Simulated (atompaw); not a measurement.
## An all-electron radial function and its pseudo partner (Mn (Z = 25))

Columns: radius, all-electron u(r) and pseudo u(r) of the 3s shell (level -85.88 eV) of manganese in the configuration [Ne] 3s2 3p6 3d5 4s2 4p0; PBE, scalar-relativistic, PAW (atompaw) scheme, atompaw 4.2.0.5.

| r (bohr) | all-electron | pseudo |
| --- | --- | --- |
| 0.088 | -0.0872 | 0.2452 |
| 0.177 | -0.6324 | 0.4813 |
| 0.265 | -0.4403 | 0.6920 |
| 0.354 | 0.0661 | 0.8726 |
| 0.442 | 0.5581 | 1.0122 |
| 0.531 | 0.9208 | 1.1096 |
| 0.619 | 1.1273 | 1.1616 |
| 0.708 | 1.2070 | 1.1709 |
| 0.796 | 1.1946 | 1.1418 |
| 0.885 | 1.1239 | 1.0801 |
| 0.973 | 1.0225 | 0.9952 |
| 1.062 | 0.9064 | 0.8937 |
| 1.150 | 0.7900 | 0.7862 |
| 1.238 | 0.6793 | 0.6793 |
| 1.327 | 0.5768 | 0.5774 |
| 1.415 | 0.4866 | 0.4868 |
| 1.504 | 0.4069 | 0.4069 |
| 1.592 | 0.3390 | 0.3390 |
| 1.681 | 0.2806 | 0.2806 |
| 1.769 | 0.2319 | 0.2319 |
| 1.858 | 0.1906 | 0.1906 |
| 1.946 | 0.1566 | 0.1566 |
| 2.035 | 0.1281 | 0.1281 |
| 2.123 | 0.1049 | 0.1049 |
| 2.212 | 0.0855 | 0.0855 |
| 2.300 | 0.0697 | 0.0697 |

Problem. How many radial nodes do the two functions have?

Solution. The all-electron 3s function has n − l − 1 = 2 (the table is too coarse to show those close to the nucleus); the pseudo-wave has 0, since the states of the same l below it are removed with the core.

Problem. At about which radius was the pseudo-wave matched?

Solution. 1.50 bohr, where the columns begin to agree (steps of 0.09 bohr).

Problem. Is the pseudo-wave norm-conserving?

Solution. No, it belongs to a PAW set: the norm inside the radius is not constrained, and the difference is carried by the augmentation charge.
